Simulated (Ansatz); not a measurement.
```yaml
crystal:
  periodic: [false, false, false]
  atoms:
    - {symbol: C, position_ang: [-1.020584, -0.227910, 0.624034]}
    - {symbol: h, position_ang: [0.747429, 0.122220, -0.465579]}
    - {symbol: F, position_ang: [2.153556, -1.033930, 0.087730]}
    - {symbol: F, position_ang: [0.532246, -0.301360, -2.307939]}
    - {symbol: Cl, position_ang: [1.611758, 2.246688, -0.400815]}
    - {symbol: H, position_ang: [-1.304845, -1.269461, 0.482569]}
    - {symbol: H, position_ang: [-0.827936, -0.026273, 1.676286]}
    - {symbol: H, position_ang: [-1.799523, 0.432927, 0.247817]}
basis:
  gaussian: {orbitals: def2-mTZVP, fitting: {mean_field: cc-pVTZ-jkfit}}
hamiltonian: {xc: {name: r2SCAN}}
accuracy: high
scf: {lower_state_search: off}
output: {forces: true}
```

```sh
$ ansatz run in.yaml --threads 2 --pin off --events-out ev --progress --plain --max-ram 32768MiB --backend cpu
```

Output, abridged:

```
Error: YAML parse error: error: line 5 column 16: `h` is not an element symbol (H … Og, case-exact)
 --> <input>:5:16
3 |   atoms:
4 |     - {symbol: C, position_ang: [-1.020584, -0.227910, 0.624034]}
5 |     - {symbol: h, position_ang: [0.747429, 0.122220, -0.465579]}
6 |     - {symbol: F, position_ang: [2.153556, -1.033930, 0.087730]}
7 |     - {symbol: F, position_ang: [0.532246, -0.301360, -2.307939]}
```

In this input an element symbol is wrong. The input was rejected before any iteration.
